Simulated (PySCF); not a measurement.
Computed properties of CClF, SMILES F[C]Cl

CClF, SMILES F[C]Cl (connectivity only; charge and spin as stated), neutral, multiplicity 1. The structure is a stationary point at ωB97X-D3(BJ)/def2-TZVP. The isomer is the one that the SMILES or the coordinates give; other isomers of the formula were not compared. The values are those of a single conformer. All values are computed for the isolated molecule unless a solvent is named; none is compared with measurement here.

**Structure.** The optimised structure has Cs symmetry. All 3 harmonic modes at ωB97X-D3(BJ)/def2-TZVP (PySCF) are real, so it is a minimum. With heavy atoms numbered as in [F:1][C:2][Cl:3], the shortest bond between them is F1–C2 at 1.298 Å and the longest C2–Cl3 at 1.734 Å.

**Vibrations.** The strongest infrared lines (harmonic, unscaled, degenerate partners summed) lie at 1205 cm⁻¹ (261 km/mol, C 61 %, F 38 %), 784 cm⁻¹ (249 km/mol, C 81 %, Cl 14 %), 464 cm⁻¹ (10 km/mol, F 51 %, Cl 39 %, C 10 %). The softest mode is at 464 cm⁻¹ and the zero-point energy is 3.5 kcal/mol.

**Electronic structure.** PBE0/def2-TZVPD (PySCF) places the frontier levels at -8.16 and -2.99 eV, a gap of 5.17 eV, and gives a dipole moment of 0.82 D and a mean polarisability of 30.0 bohr³. PBE/def2-TZVPD (PySCF) at the same geometry gives -6.69 and -4.11 eV, so its gap is 2.59 eV narrower. An orbital gap is neither the optical nor the fundamental gap.

**Excitations.** TDA-B3LYP/def2-TZVPD (PySCF) has S1 at 3.57 eV (347 nm, f = 0.013, weak); the most intense of the 10 singlets computed lies at 7.36 eV (f = 0.19). T1 (TDA) is at 1.70 eV, 1.87 eV under S1. TDA-PBE/def2-TZVPD (PySCF) puts S1 at 3.54 eV. No vertical singlet excitation falls in the visible range (under 3.1 eV).

**NMR.** GIAO shifts at PBE0/pcSseg-2 (PySCF) (non-relativistic, atoms alike by connectivity averaged): ¹³C at 478.7 ppm against TMS; ¹⁹F at 411.4 ppm against CFCl3. Without spin–orbit terms, shifts of atoms bonded to Cl or Br come out too high.

**Solvation.** SMD-M06-2X/def2-SVP (PySCF) gives 3.0 kcal/mol in water, 0.9 kcal/mol in chlorobenzene, 1.8 kcal/mol in dimethylsulfoxide (1 M in both phases, gas-phase geometry); of these solvents chlorobenzene holds the molecule best.
